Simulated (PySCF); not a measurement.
Computed with PBE-D3(BJ)/def2-TZVP // B3LYP-D3(BJ)/def2-TZVP run with PySCF. Gas-phase values, no solvent. 

Reference species (SMILES): `N=C=N` (neutral, multiplicity 1).

```yaml
adiabatic ionisation energy (no zero-point term): 10.13 eV
S1 oscillator strength: 0.001
LUMO: -0.36 eV
```

Changed species: `[O]=[Ge]=[O]`.

Task: What does the change do to the adiabatic ionisation energy (no zero-point term), S1 oscillator strength and LUMO?

Result: the adiabatic ionisation energy (no zero-point term) rises by 1.40 eV, to 11.53 eV; the S1 oscillator strength stays essentially unchanged; the LUMO decreases by 3.72 eV, to -4.08 eV.
